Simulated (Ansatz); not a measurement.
A short molecular-dynamics run on SiSn2⁻ (the lowest doublet isomer of a short search).

```yaml
crystal:
  periodic: [false, false, false]
  atoms:
    - {symbol: Si, position_ang: [1.247122, -0.477466, 0.185633]}
    - {symbol: Sn, position_ang: [-1.073312, -1.107705, -0.525016]}
    - {symbol: Sn, position_ang: [-0.173810, 1.585161, 0.339383]}
basis:
  gaussian: {orbitals: def2-SVP}
total_charge: -1
magnetization: {spin_polarized: true, initial_magnetization: 1}
hamiltonian: {xc: {name: r2SCAN}, dispersion: rvv10}
md: {timestep: 1 fs, n_steps: 15, ensemble: nvt_langevin, temperature: 300, initial_velocities: maxwell_boltzmann, friction: 0.01, seed: 547}
scf: {omitted_lower_state_checks: [starts]}
```

```sh
$ ansatz run in.yaml --threads 4 --pin off --events-out ev --progress --plain --max-ram 3916MiB
```

| step | time (fs) | potential energy (eV) | kinetic (eV) | T (K) |
| --- | --- | --- | --- | --- |
| 0 | 0.0 | -19540.7549 | 0.0776 | 200 |
| 1 | 1.0 | -19540.7536 | 0.0581 | 150 |
| 2 | 2.0 | -19540.7523 | 0.0528 | 136 |
| 3 | 3.0 | -19540.7508 | 0.0486 | 125 |
| 4 | 4.0 | -19540.7494 | 0.0521 | 134 |
| 5 | 5.0 | -19540.7480 | 0.0603 | 155 |
| 6 | 6.0 | -19540.7464 | 0.0499 | 129 |
| 7 | 7.0 | -19540.7448 | 0.0550 | 142 |
| 8 | 8.0 | -19540.7433 | 0.0601 | 155 |
| 9 | 9.0 | -19540.7420 | 0.0489 | 126 |
| 10 | 10.0 | -19540.7410 | 0.0447 | 115 |
| 11 | 11.0 | -19540.7401 | 0.0387 | 100 |
| 12 | 12.0 | -19540.7393 | 0.0414 | 107 |
| 13 | 13.0 | -19540.7388 | 0.0388 | 100 |
| 14 | 14.0 | -19540.7382 | 0.0495 | 128 |
| 15 | 15.0 | -19540.7378 | 0.0637 | 164 |

Velocities are drawn at the set temperature; a run this short doesn't reach equilibrium. Under Langevin dynamics the printed temperature counts 3N degrees of freedom, so it starts below the set value.

In the def2 sets Sn takes a core potential; there is no spin–orbit coupling. The highest occupied level of an anion often lies above zero with these methods, and sets without diffuse functions describe the outer electron poorly.

Frames (Å, forces in eV/Å):

```xyz
3
time=0.0 fs
Si    1.247   -0.477    0.186    0.196   -0.064    0.032
Sn   -1.073   -1.108   -0.525   -0.136   -0.060   -0.047
Sn   -0.174    1.585    0.339   -0.060    0.125    0.016
3
time=1.0 fs
Si    1.242   -0.477    0.188    0.252   -0.083    0.041
Sn   -1.073   -1.107   -0.526   -0.174   -0.075   -0.060
Sn   -0.174    1.584    0.340   -0.077    0.158    0.019
3
time=2.0 fs
Si    1.238   -0.477    0.189    0.302   -0.099    0.050
Sn   -1.072   -1.106   -0.527   -0.209   -0.088   -0.072
Sn   -0.173    1.583    0.341   -0.093    0.187    0.022
3
time=3.0 fs
Si    1.234   -0.477    0.190    0.346   -0.113    0.058
Sn   -1.072   -1.105   -0.528   -0.240   -0.101   -0.083
Sn   -0.174    1.582    0.342   -0.106    0.214    0.026
3
time=4.0 fs
Si    1.231   -0.477    0.192    0.385   -0.128    0.064
Sn   -1.071   -1.104   -0.530   -0.266   -0.113   -0.093
Sn   -0.174    1.581    0.343   -0.119    0.241    0.029
3
time=5.0 fs
Si    1.227   -0.477    0.194    0.420   -0.144    0.070
Sn   -1.071   -1.103   -0.531   -0.288   -0.123   -0.102
Sn   -0.175    1.580    0.344   -0.132    0.268    0.032
3
time=6.0 fs
Si    1.224   -0.476    0.196    0.455   -0.164    0.074
Sn   -1.071   -1.102   -0.533   -0.308   -0.133   -0.110
Sn   -0.175    1.579    0.344   -0.148    0.298    0.035
3
time=7.0 fs
Si    1.221   -0.474    0.198    0.487   -0.186    0.078
Sn   -1.071   -1.101   -0.534   -0.324   -0.142   -0.117
Sn   -0.176    1.578    0.345   -0.163    0.328    0.039
3
time=8.0 fs
Si    1.219   -0.473    0.200    0.515   -0.204    0.081
Sn   -1.071   -1.100   -0.536   -0.339   -0.151   -0.123
Sn   -0.177    1.577    0.346   -0.177    0.356    0.042
3
time=9.0 fs
Si    1.217   -0.473    0.202    0.538   -0.219    0.084
Sn   -1.071   -1.099   -0.538   -0.351   -0.159   -0.129
Sn   -0.177    1.576    0.347   -0.187    0.378    0.045
3
time=10.0 fs
Si    1.215   -0.473    0.204    0.553   -0.229    0.087
Sn   -1.070   -1.098   -0.539   -0.359   -0.166   -0.134
Sn   -0.178    1.575    0.347   -0.193    0.395    0.047
3
time=11.0 fs
Si    1.214   -0.473    0.207    0.566   -0.239    0.088
Sn   -1.070   -1.097   -0.541   -0.367   -0.173   -0.138
Sn   -0.179    1.574    0.348   -0.199    0.412    0.049
3
time=12.0 fs
Si    1.212   -0.473    0.209    0.575   -0.252    0.089
Sn   -1.070   -1.096   -0.543   -0.369   -0.177   -0.140
Sn   -0.179    1.573    0.348   -0.206    0.429    0.052
3
time=13.0 fs
Si    1.212   -0.473    0.211    0.578   -0.265    0.087
Sn   -1.071   -1.096   -0.544   -0.365   -0.181   -0.141
Sn   -0.180    1.572    0.348   -0.213    0.446    0.054
3
time=14.0 fs
Si    1.210   -0.472    0.213    0.581   -0.278    0.085
Sn   -1.072   -1.095   -0.546   -0.362   -0.185   -0.142
Sn   -0.181    1.571    0.348   -0.219    0.463    0.056
3
time=15.0 fs
Si    1.209   -0.472    0.215    0.581   -0.291    0.083
Sn   -1.073   -1.093   -0.547   -0.357   -0.190   -0.142
Sn   -0.181    1.569    0.348   -0.224    0.480    0.059
```

Hardware: 4 threads of Intel Xeon 6975P-C on a shared host. Wall time 26 s.
